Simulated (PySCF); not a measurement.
A structure optimised at PBE-D3(BJ)/def2-SVP, used in a PySCF frequency run:

```
C
O 1 1.4120
H 1 1.1158 2 111.64
H 1 1.1158 3 107.10 2 122.49
C 1 1.5371 3 109.43 4 118.53
H 5 1.1104 1 109.05 3 179.59
H 5 1.1104 6 106.77 1 117.69
C 5 1.4600 6 109.50 7 118.47
N 8 1.1711 6 151.04 5 -177.24
Si 2 1.6885 1 122.61 3 59.92
H 10 1.4963 2 105.55 1 180.00
H 10 1.5072 11 110.68 2 -119.72
H 10 1.5072 11 110.68 12 -120.56
```

Task: Write its SMILES, formula and point group.

Result: N#CCCO[SiH3], C3H7NOSi, Cs

Task: What are its rotational constants (standard atomic weights)?

Result: 16.282, 0.95084, 0.91878 GHz
